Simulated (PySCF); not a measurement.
Ga(F)2(SeH) (F₂GaHSe), SMILES [F][Ga]([F])[SeH]. Geometry optimised at B3LYP-D3(BJ)/def2-SVP. One conformer was computed; it need not be the lowest.

**Question.** Give the equilibrium geometry at B3LYP-D3(BJ)/def2-SVP (PySCF confirms it by a frequency run) as bond lengths and angles, and its point group. (An estimate is asked for; the answer gives what the named calculation found.)

**Answer.** One answer among several that fit: point group Cs.
Atoms: Ga1 F2 F3 Se4 H5. Bond lengths (Å): Ga1–F2 1.747, Ga1–F3 1.749, Ga1–Se4 2.305, Se4–H5 1.478. Bond angles (°): F2–Ga1–F3 115.0, F2–Ga1–Se4 122.4, F3–Ga1–Se4 122.6, Ga1–Se4–H5 90.1.
